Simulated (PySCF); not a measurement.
**Selenium: highly charged ions in a basis for the neutral atom**

Se¹⁰⁺ [Ar] 3d6, Se¹¹⁺ [Ar] 3d5. Calculation: PySCF 2.14, in aug-cc-pVDZ-DK; the spin-free X2C one-electron Hamiltonian (Gaussian nucleus). No spin-orbit coupling, so a gap to NIST mixes the basis error with missing relativistic terms.

Changed run: basis of the neutral atom used for a highly charged ion. This setting is unsound on purpose.

```tsv
species	method	sound run (hartree)	changed run (hartree)	converged
Se¹⁰⁺	UHF	not run	-2387.71763	yes
Se¹⁰⁺	BP86	not run	-2389.19812	yes
Se¹⁰⁺	LDA	not run	-2385.20093	yes
Se¹¹⁺	UHF	not run	-2376.48297	yes
Se¹¹⁺	BP86	not run	-2377.85431	yes
Se¹¹⁺	LDA	not run	-2373.87037	yes
```

Ionisation energy of Se¹⁰⁺:

```
method  changed run (eV)  NIST (eV)
   UHF            305.71  291 ± 2.4
  BP86            308.68  291 ± 2.4
   LDA            308.32  291 ± 2.4
```

The contracted functions were made for the neutral atom and can be too rigid for a highly charged ion.
